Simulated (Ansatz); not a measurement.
Reaction: Ge2H6 (SMILES [GeH3][GeH3]) → Ge2H6+ (parent SMILES [GeH3][GeH3], doublet) + e-
Each species at its own B3LYP-D3(BJ)/def2-TZVP minimum (Ansatz, a quantum-chemistry and plane-wave program).

Total energies in hartree (Ansatz). UHF or UKS for unpaired electrons; spin-orbit terms are left out. Cores are frozen in correlated methods (noble-gas shells, and filled d and f shells in the p block). No relativity. The spin of H6Ge2+ (parent SMILES [GeH3][GeH3], doublet) was assumed, and the state is the lowest solution found for it.

```tsv
species	HF/cc-pVTZ	CCSD(T)/cc-pVTZ	HF/cc-pVQZ	CCSD(T)/cc-pVQZ	CCSD(T)/cc-pVDZ	CCSDT(Q)/cc-pVDZ
1: Ge2H6 (SMILES [GeH3][GeH3])	-4154.29761	-4154.60725	-4154.30521	-4154.62949	-4154.41054	-4154.41184
2: Ge2H6+ (parent SMILES [GeH3][GeH3], doublet)	-4153.99214	-4154.26685	-4154.00013	-4154.28706	-4154.07480	-4154.07608
```

Work out the adiabatic ionisation energy (electronic) in eV: take Hartree-Fock from cc-pVQZ, extrapolate the CCSD(T) correlation energy as X^-3 (X = 3, 4), and add CCSDT(Q) - CCSD(T) in cc-pVDZ. 1 hartree = 27.211 eV.


Species 1: correlation (64·(-0.32428) - 27·(-0.30964))/37 = -0.33496; step -0.00130; E1 = -4154.30521 + (-0.33496) + (-0.00130) = -4154.64147
Species 2: correlation (64·(-0.28693) - 27·(-0.27471))/37 = -0.29585; step -0.00128; E2 = -4154.00013 + (-0.29585) + (-0.00128) = -4154.29726
-1·E1 +1·E2 = 0.34421 hartree = 9.37 eV.
